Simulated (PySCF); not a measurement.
All values below come from PBE-D3(BJ)/def2-TZVP // r2SCAN-D4/def2-SVP run with PySCF. Gas-phase values, no solvent. One relaxed conformer stands for a flexible species; it need not be the lowest. 

Reference species: [Cd(Cl)2] (neutral, multiplicity 1).

```json
{
 "coordination_number": "2",
 "charge on the central atom (Mulliken)": "0.74 e",
 "mean_distance_from_the_central_atom_to_its_bonded_neighbours": "2.276 Å"
}
```

After one change: the coordination number hardly moves; the charge on the central atom (Mulliken) falls by 0.05 e; the mean distance from the central atom to its bonded neighbours falls by 0.127 Å.

**Question.** Name the change that produced these shifts. The new species is one of these.
(A) [Cd(Cl)(OH)]
(B) [Cd(Cl)(NH2)]
(C) [Cd(Cl)(CH3)]
(D) [Cd(Cl)(Br)]

**Answer.** B, [Cd(Cl)(NH2)]
